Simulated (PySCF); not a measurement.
Isomers of C5H5FP2, mass 145.985 u with the commonest isotopes. Theory: CAM-B3LYP/def2-SVPD in PySCF (dipole) on a GFN2-xTB geometry, gas phase. One conformer each, none proved a minimum here; rigid rotors.

Task: Order these by rotational constant A, largest first.
A. `Fc1pcc(cp1)C`
B. `Cc1ccpc(F)p1`
C. `p1cpcc(C)c1F`

Result: A (2454 MHz), B (2290 MHz), C (2086 MHz).

Task: Order these by rotational constant B, smallest first.
A. `CC1=PC(F)=PC=C1`
B. `Cc1cpc(F)pc1`
C. `CC1=CP=CP=C1F`

Result: B (1223 MHz), A (1325 MHz), C (1424 MHz).

```csv
SMILES,point group,Ia (u·Å²),Ib (u·Å²),Ic (u·Å²),κ,μa (D),μb (D),μc (D)
Cc1cpcpc1F,near Cs,242.27,354.90,594.07,-0.07,0.04,1.48,0.01
Cc1ccpc(F)p1,Cs,220.69,381.34,598.90,-0.33,2.91,1.91,0.00
Cc1cpc(F)pc1,–,205.94,413.37,616.18,-0.51,3.54,0.02,0.03
```
